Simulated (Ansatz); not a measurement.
(KSH)4 ring (K4H4S4). Charge 0, multiplicity 1. Geometry r2SCAN-D4/def2-SVP; atoms count from 1.

Cartesian coordinates in Å:
```
K 1.032 -3.593 0.504
K -2.308 -0.259 2.964
K -1.026 3.578 -0.498
K 2.315 0.247 -2.955
S -1.016 -2.964 2.628
S -2.560 2.546 1.885
S 0.979 2.934 -2.657
S 2.601 -2.544 -1.848
H -2.070 -3.628 2.101
H -3.783 2.440 1.316
H 2.031 3.647 -2.195
H 3.805 -2.404 -1.246
```

Another isomer (singlet) lies 1.14 eV lower at PBE0-D4/def2-TZVP; other spin states weren't run for this one.

Estimate the Mulliken populations from the PBE0/def2-TZVP orbitals of Ansatz.


| atom | charge (e) |
| --- | --- |
| K1 | 0.68 |
| K2 | 0.68 |
| K3 | 0.68 |
| K4 | 0.68 |
| S5 | -0.81 |
| S6 | -0.81 |
| S7 | -0.81 |
| S8 | -0.81 |
| H9 | 0.13 |
| H10 | 0.13 |
| H11 | 0.13 |
| H12 | 0.13 |
Mulliken values and Mayer orders depend strongly on the basis.
